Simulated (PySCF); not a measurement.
Al(F)(Cl)(OEt) (C₂H₅AlClFO), SMILES C(C)[O][Al]([F])[Cl]. Atoms are numbered in the order given.

```xyz
11

Al     0.4831    -0.0164     0.2801
F      1.5353    -0.9752    -0.5969
Cl     0.8227     0.2498     2.3237
O     -0.8469     0.7559    -0.4347
C     -1.4629     0.6845    -1.7075
C     -1.6744    -0.7498    -2.1768
H     -2.4408     1.2111    -1.6378
H     -0.8551     1.2429    -2.4572
H     -2.3064    -1.3073    -1.4548
H     -2.1783    -0.7779    -3.1645
H     -0.7037    -1.2803    -2.2750
```

Geometry: PBE-D3(BJ)/def2-SVP. Other conformers were not sampled.

Computed with PBE-D3(BJ)/def2-SVP (PySCF).

Frequencies are harmonic and unscaled.

| mode | ν (cm⁻¹) | IR (km/mol) | moving atoms (share of kinetic energy) |
|---|---|---|---|
| 1 | 30 | 0.1 | C 36 %, H 28 %, F 14 %, Cl 12 % |
| 2 | 68 | 0.4 | C 34 %, O 25 %, H 19 %, F 12 % |
| 3 | 83 | 2.8 | H 31 %, C 20 %, F 18 %, O 14 %, Cl 9 % |
| 4 | 169 | 10.2 | Cl 27 %, F 26 %, Al 15 %, C 14 %, O 13 % |
| 5 | 222 | 23.9 | F 32 %, Cl 20 %, Al 15 %, O 13 %, H 12 %, C 8 % |
| 6 | 242 | 51.5 | Al 61 %, F 12 %, H 12 %, O 9 % |
| 7 | 292 | 9.1 | H 72 %, O 13 % |
| 8 | 439 | 11.1 | O 35 %, C 31 %, H 28 % |
| 9 | 481 | 50.5 | Cl 35 %, O 25 %, F 19 %, Al 15 % |
| 10 | 723 | 83.5 | Al 50 %, C 18 %, O 13 %, H 9 % |
| 11 | 786 | 0.9 | H 92 % |
| 12 | 866 | 94.3 | F 39 %, Al 37 %, H 10 %, C 9 % |
| 13 | 928 | 35.9 | H 39 %, C 30 %, Al 15 %, O 9 % |
| 14 | 1074 | 9.2 | C 57 %, H 40 % |
| 15 | 1130 | 11.0 | H 59 %, C 38 % |
| 16 | 1175 | 346.6 | O 48 %, C 40 % |
| 17 | 1260 | 8.3 | H 91 % |
| 18 | 1327 | 1.9 | H 81 %, C 18 % |
| 19 | 1360 | 29.3 | H 73 %, C 24 % |
| 20 | 1409 | 7.5 | H 97 % |
| 21 | 1424 | 1.4 | H 96 % |
| 22 | 1450 | 1.0 | H 92 % |
| 23 | 2935 | 70.1 | H 94 % |
| 24 | 2964 | 9.8 | H 97 % |
| 25 | 2985 | 28.1 | H 91 %, C 9 % |
| 26 | 3057 | 19.5 | H 90 %, C 10 % |
| 27 | 3063 | 19.4 | H 91 %, C 9 % |
